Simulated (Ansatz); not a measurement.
`CN(C)c1ccc(/C=C/c2ccc(/C=C/c3ccc(/C=C/c4ccc(/C=C/c5ccc(/C=C/c6ccc(/C=C/C#N)cc6)cc5)cc4)cc3)cc2)cc1`. Charge 0, multiplicity 3. Geometry PBE-D4/def2-SVP, that of the neutral singlet; atoms count from 1.

Cartesian coordinates in Å:
```
C 0.432 17.647 8.736
N -0.749 16.871 8.419
C -2.064 17.397 8.724
C -0.620 15.630 7.826
C -1.763 14.844 7.491
C -1.629 13.596 6.890
C -0.360 13.042 6.580
C -0.173 11.745 5.948
C -1.141 10.872 5.541
C -0.940 9.581 4.899
C 0.341 9.025 4.627
C 0.481 7.792 4.000
C -0.650 7.027 3.601
C -0.558 5.739 2.934
C 0.580 5.071 2.577
C 0.663 3.786 1.900
C -0.474 3.026 1.507
C -0.343 1.804 0.858
C 0.934 1.256 0.557
C 1.125 -0.018 -0.120
C 0.153 -0.865 -0.572
C 0.349 -2.142 -1.242
C -0.788 -2.894 -1.646
C -0.666 -4.125 -2.283
C 0.609 -4.685 -2.558
C 0.803 -5.972 -3.209
C -0.167 -6.826 -3.651
C 0.033 -8.123 -4.282
C 1.310 -8.688 -4.537
C 1.435 -9.942 -5.128
C 0.301 -10.711 -5.504
C 0.501 -12.023 -6.099
C -0.466 -12.905 -6.492
C -0.257 -14.226 -7.068
C 1.029 -14.778 -7.323
C 1.177 -16.051 -7.861
C 0.048 -16.853 -8.180
C 0.148 -18.194 -8.736
C 1.294 -18.884 -9.016
C 1.289 -20.197 -9.558
N 1.307 -21.285 -10.006
C -1.234 -16.303 -7.934
C -1.382 -15.026 -7.393
C -0.976 -10.142 -5.259
C -1.101 -8.888 -4.668
C 1.745 -3.931 -2.159
C 1.623 -2.700 -1.521
C 2.068 2.012 0.949
C 1.937 3.238 1.599
C -1.927 7.578 3.879
C -2.068 8.814 4.507
C 0.769 13.828 6.918
C 0.657 15.080 7.520
H 1.040 17.875 7.830
H 0.130 18.609 9.189
H 1.098 17.124 9.461
H -1.960 18.389 9.201
H -2.627 16.741 9.427
H -2.690 17.524 7.812
H -2.772 15.219 7.704
H -2.543 13.031 6.655
H 0.884 11.467 5.786
H -2.199 11.150 5.692
H 1.247 9.578 4.917
H 1.494 7.405 3.812
H -1.532 5.277 2.696
H 1.555 5.532 2.809
H -1.484 3.409 1.719
H -1.253 1.254 0.576
H 2.181 -0.302 -0.269
H -0.903 -0.580 -0.425
H -1.791 -2.486 -1.443
H -1.578 -4.669 -2.572
H 1.859 -6.266 -3.338
H -1.224 -6.535 -3.523
H 2.219 -8.134 -4.262
H 2.440 -10.357 -5.309
H 1.558 -12.313 -6.225
H -1.524 -12.621 -6.364
H 1.930 -14.192 -7.091
H 2.192 -16.436 -8.042
H -0.812 -18.696 -8.944
H 2.288 -18.442 -8.830
H -2.127 -16.901 -8.174
H -2.391 -14.626 -7.210
H -1.885 -10.695 -5.536
H -2.106 -8.473 -4.488
H 2.748 -4.341 -2.360
H 2.535 -2.157 -1.231
H 3.073 1.616 0.732
H 2.839 3.800 1.889
H -2.825 7.011 3.586
H -3.076 9.212 4.705
H 1.774 13.434 6.698
H 1.573 15.637 7.755
```

Single mean-field runs in def2-SVP are fitted with def2-universal-jkfit. At PBE0-D4/def2-SVP a singlet of charge 0 lies 1.81 eV below the triplet at the same geometry.

Problem. Estimate the Mulliken populations of the heavy atoms from the PBE0/def2-SVP orbitals of Ansatz.

Solution. 
```
atom  charge (e)  spin (α − β)
  C1        0.06          0.00
  N2       -0.40          0.02
  C3        0.06          0.00
  C4        0.21          0.03
  C5       -0.08         -0.01
  C6       -0.03          0.03
  C7        0.02         -0.02
  C8        0.00          0.10
  C9       -0.02         -0.06
 C10        0.03          0.11
 C11       -0.03         -0.06
 C12       -0.02          0.08
 C13        0.02         -0.08
 C14       -0.01          0.24
 C15       -0.01         -0.11
 C16        0.02          0.24
 C17       -0.02         -0.09
 C18       -0.03          0.13
 C19        0.02         -0.01
 C20       -0.02          0.29
 C21       -0.01          0.18
 C22        0.02          0.10
 C23       -0.03          0.06
 C24       -0.03          0.00
 C25        0.02          0.24
 C26       -0.02         -0.06
 C27       -0.01          0.30
 C28        0.02         -0.08
 C29       -0.02          0.13
 C30       -0.04         -0.09
 C31        0.02          0.16
 C32       -0.01         -0.09
 C33       -0.02          0.15
 C34        0.03         -0.05
 C35       -0.02          0.05
 C36       -0.01         -0.04
 C37       -0.01          0.06
 C38        0.03         -0.03
 C39       -0.13          0.06
 C40       -0.06         -0.02
 N41       -0.04          0.02
 C42       -0.02         -0.04
 C43       -0.04          0.05
 C44       -0.02         -0.07
 C45       -0.04          0.10
 C46       -0.03         -0.07
 C47       -0.02          0.14
 C48       -0.03          0.14
 C49       -0.03         -0.07
 C50       -0.03          0.09
 C51       -0.04         -0.06
 C52       -0.04          0.03
 C53       -0.09         -0.01
```
Mulliken values depend strongly on the basis.

Problem. Where does the spin sit?

Solution. Summed by element: C 2.04, N 0.04, H -0.08, of 2 unpaired in all. Largest on single atoms: C27 0.30, C20 0.29, C14 0.24.

Problem. And the Mayer bond orders between heavy atoms (over 0.3, the first 40 of 58)?

Solution. C1–N2 1.00 (1.45 Å); N2–C3 1.00 (1.45 Å); N2–C4 1.14 (1.38 Å); C4–C5 1.28 (1.43 Å); C4–C53 1.29 (1.42 Å); C5–C6 1.47 (1.39 Å); C6–C7 1.31 (1.42 Å); C7–C8 1.13 (1.45 Å); C7–C52 1.31 (1.42 Å); C8–C9 1.65 (1.37 Å); C9–C10 1.14 (1.46 Å); C10–C11 1.29 (1.42 Å); C10–C51 1.31 (1.42 Å); C11–C12 1.49 (1.39 Å); C12–C13 1.28 (1.42 Å); C13–C14 1.16 (1.45 Å); C13–C50 1.30 (1.42 Å); C14–C15 1.55 (1.37 Å); C15–C16 1.20 (1.46 Å); C16–C17 1.23 (1.42 Å); C16–C49 1.24 (1.42 Å); C17–C18 1.54 (1.39 Å); C18–C19 1.21 (1.42 Å); C19–C20 1.28 (1.45 Å); C19–C48 1.22 (1.42 Å); C20–C21 1.33 (1.37 Å); C21–C22 1.31 (1.46 Å); C22–C23 1.19 (1.42 Å); C22–C47 1.19 (1.42 Å); C23–C24 1.55 (1.39 Å); C24–C25 1.20 (1.42 Å); C25–C26 1.25 (1.45 Å); C25–C46 1.21 (1.42 Å); C26–C27 1.48 (1.37 Å); C27–C28 1.19 (1.46 Å); C28–C29 1.28 (1.42 Å); C28–C45 1.27 (1.42 Å); C29–C30 1.47 (1.39 Å); C30–C31 1.28 (1.42 Å); C31–C32 1.15 (1.45 Å).
